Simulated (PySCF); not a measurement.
Computed properties of B(CCH)2(H) (C4H3B), SMILES C#CBC#C

C4H3B, SMILES C#CBC#C. Geometry optimised at B3LYP-D3(BJ)/def2-SVP. The values are those of a single conformer. All values are computed for the isolated molecule unless a solvent is named; none is compared with measurement here.

**Structure.** The optimised structure has C2v symmetry. All 18 harmonic modes at B3LYP-D3(BJ)/def2-SVP (PySCF) are real, so it is a minimum. With heavy atoms numbered as in [BH:1]([C:2]#[CH:3])[C:5]#[CH:6], the shortest bond between them is C5–C6 at 1.220 Å and the longest B1–C5 at 1.515 Å.

**Vibrations.** The strongest infrared lines (harmonic, unscaled, degenerate partners summed) lie at 1206 cm⁻¹ (225 km/mol, B 63 %, H 25 %, C 12 %), 2158 cm⁻¹ (216 km/mol, C 89 %, H 9 %), 2602 cm⁻¹ (105 km/mol, H 91 %, B 9 %). The softest mode is at 125 cm⁻¹ and the zero-point energy is 31.6 kcal/mol.

**Electronic structure.** HF/def2-TZVP (PySCF) places the frontier levels at -10.84 and 0.88 eV, a gap of 11.72 eV, and gives a dipole moment of 0.84 D and a mean polarisability of 55.8 bohr³.

**Excitations.** TDA-M06-2X/def2-SVPD (PySCF) has S1 at 3.95 eV (314 nm, f = 0.001, dark); the most intense of the 10 singlets computed lies at 5.29 eV (f = 0.24). T1 (TDA) is at 3.76 eV, 0.19 eV under S1. No vertical singlet excitation falls in the visible range (under 3.1 eV).

**NMR.** GIAO shifts at HF/pcSseg-1 (PySCF) (non-relativistic, atoms alike by connectivity averaged): ¹³C from 83.9 to 137.5 ppm against TMS; ¹H from 5.4 to 5.7 ppm against TMS; ¹¹B at 36.3 ppm against BF3.
